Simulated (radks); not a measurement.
Effect of the nuclear size on neutral gallium, [Ar] 3d10 4s2 4p1. Method: Dirac Kohn-Sham, relativistic LDA (MacDonald-Vosko exchange, VWN5 correlation), spin-unpolarised, spherical densities, finite nucleus; open shells are shared between the two j in proportion to 2j + 1; Fermi nuclear charge, rms radius 3.9973 fm; computed with a radial shooting solver on a logarithmic mesh with Libxc functionals. The rms radius is varied about that value; shifts are against it.

rms radius (fm),total energy shift (eV),density at nucleus (e/bohr^3),1s1/2 shift (meV),2s1/2 shift (meV),3p1/2 shift (meV)
3.2978,-0.0894,2.829e+04,-37.9,-3.65,0.054
3.7894,-0.0283,2.806e+04,-12.0,-1.15,0.017
3.9973,0,2.797e+04,0.000,0.000,0.000
4.2851,0.0415,2.786e+04,17.6,1.69,-0.025
4.8527,0.131,2.765e+04,55.5,5.36,-0.080

Slopes of the eigenvalues against <r^2> in GHz/fm^2, as finite differences over the two radii next to the reference (eigenvalue slopes, not the field-shift constants of lines): 1s1/2 1780, 2s1/2 172, 3p1/2 -2.56.
